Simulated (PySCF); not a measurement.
Si(F)(I)2(OH) (FHI₂OSi), SMILES O[Si](F)(I)I.

Coordinates come from a PBE0-D3(BJ)/def2-SVP optimisation. This is a generated structure with no PubChem entry under its InChIKey; it may be hypothetical. The def2 effective core potentials stand for the cores of I; spin–orbit coupling is left out. One conformer was computed; it need not be the lowest.

Computed with PBE/def2-TZVP (PySCF).

Gas-phase values at a fixed geometry.

```json
{
 "total_energy": "-1060.52834 hartree",
 "highest_occupied_level": "-6.74 eV",
 "lowest_empty_level": "-2.24 eV",
 "orbital_gap": "4.50 eV",
 "dipole_moment": "1.37 D",
 "quadrupole, principal values (traceless, Buckingham form, about the centre of nuclear charge)": "-7.69, -2.47, 10.16 D·Å",
 "mean_static_polarisability": "91.1 bohr³ (13.50 Å³)",
 "polarisability_principal_values": "68.4, 82.9, 122.1 bohr³"
}
```
